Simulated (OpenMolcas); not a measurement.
# Levels of Ru by method

| Quantity | Value |
| --- | --- |
| Program | OpenMolcas |
| Basis | ANO-RCC-VDZP [6s5p3d1f] |
| Scalar Hamiltonian | DKH2, point nucleus |
| Active space | 8 electrons in 6 orbitals (4d 5s) |
| State averaging | 2S+1 = 5 even, 15 roots; 2S+1 = 3 even, 75 roots; 2S+1 = 1 even, 57 roots |
| Spin-orbit coupling | RASSI with atomic mean-field integrals over the reference wave functions, term energies averaged over their components |

Methods on the same reference wave functions:
A. CASSCF
B. SS-CASPT2, IPEA 0.25 Eh, imaginary shift 0.1 Eh (closed shells correlated: 4s 4p)
C. MS-CASPT2, IPEA 0.25 Eh, imaginary shift 0.1 Eh (closed shells correlated: 4s 4p)

Energies in cm⁻¹ above 4d⁷ 5s ⁵F₅, the measured ground level; measured values from NIST Handbook of Basic Atomic Spectroscopic Data.

```tsv
Level	A	B	C	Measured
4d⁷ 5s ⁵F₅	0.0	0.0	0.0	0.0
4d⁷ 5s ⁵F₄	1228	1221	1221	1191
4d⁷ 5s ⁵F₃	2170	2160	2160	2092
4d⁷ 5s ⁵F₂	2837	2820	2820	2713
4d⁷ 5s ⁵F₁	3261	3240	3240	3105
4d⁷ 5s ³F₄(1)	9414	7200	7200	
4d⁶ 5s² ⁵D₄	10571	3980	3980	7483
4d⁷ 5s ³F₃(1)	11035	8800	8800	
4d⁶ 5s² ⁵D₃	11626	5070	5070	8575
4d⁶ 5s² ⁵D₁	12531	6090	6090	9073
4d⁶ 5s² ⁵D₀	12729	6280	6280	9492
4d⁷ 5s ⁵P₃	12908	10690	10690	8771
4d⁷ 5s ⁵P₁	13798	11290	11290	9620
4d⁷ 5s ³G₅	15289	13590	13600	
4d⁷ 5s ³G₄	15970	14200	14200	
4d⁷ 5s ³P₂(1) [50 %]	16380	12480	12480	
4d⁷ 5s ³G₃	16775	15040	15040	
4d⁷ 5s ³P₁(1)	18087	13880	13880	
4d⁷ 5s ³P₀(1)	18696	14210	14210	
4d⁷ 5s ³H₆	19543	17810	17810	
4d⁷ 5s ¹G₄ [55 %]	19602	16780	16810	
4d⁷ 5s ³P₁(2) [74 %]	20192	16160	15970	
4d⁷ 5s ³H₅	20230	18450	18460	
4d⁷ 5s ³P₂(2)	20678	16510	16510
```

Deviations, from unrounded energies. A percentage is the sum of absolute deviations over the sum of measured energies, with the sign that they share, or ± where signs differ.

| Against measurement | Levels | A | B | C |
| --- | --- | --- | --- | --- |
| mean absolute deviation (cm-1) | 10 | 2200 | 1700 | 1700 |
| fine structure of the ground term (%) | 4 | +4.3 | +3.8 | +3.8 |
| other terms of the ground configuration (%) | 2 | +45.2 | +19.5 | +19.5 |
| other configurations (%) | 4 | +37.1 | -38.1 | -38.1 |

B, C lie about equally close to measurement and A furthest from it. The largest miss of C in the table is 4d⁶ 5s² ⁵D₃, by -3500 cm-1. The ranking rests on the paired levels alone, and a cruder setting can come out closer through cancelling errors.

Between B and C the level of the table that moves most is 4d⁷ 5s ³P₁(2) [74 %], by 180 cm-1 (lowest in C, highest in B). Moves below CASPT2's spread within the term are not significant.

The two smallest mean deviations differ by little beside CASPT2's spread within terms, so their order carries little weight.

From A to B the spin-free energies of the other terms of 4d⁷ 5s shown, above ⁵F, scale by factors of 0.71 to 0.91.

The lowest spin-free term lies below A's lowest term by 0.374 hartree in B, 0.374 hartree in C.

CASPT2 breaks the degeneracy within a term, and the mean is taken; among the terms shown or strongly mixed into the levels shown the widest spread is 1100 cm-1 (4d⁷ 5s ⁵F, C). Configurations are named by rounded mean occupations; where the s occupation lies near a half they are strongly mixed, a name can repeat and a true partner stay unpaired. A single d shell beside an s shell can misplace configurations of different d count against each other. Without dynamic correlation excited terms often stand tens of per cent too high (terms of higher spin than the ground term too low), and those without a measured partner can miss by more than the paired ones (holds for A). Some terms miss by over 15 % even with CASPT2, which points to a basis or an active space too small for the shells correlated (holds for B; C). Blocks of more than 70 roots (2S+1 = 3 even) ran without multistate coupling (holds for C). Computed and measured levels are paired by configuration, term and J; levels that our copy of the source lacks, or whose pairing is in doubt (as where it misses far off the trend of its configuration), stay unpaired and out of the deviations. Only configurations of the active space appear. The table leaves out levels that lie high or whose names do not pair safely across all columns.

A share in square brackets marks a mixed level and gives the weight of the term that names it, the lowest over the columns. A number in round brackets counts repeated terms of one configuration in the order of the reference energies.
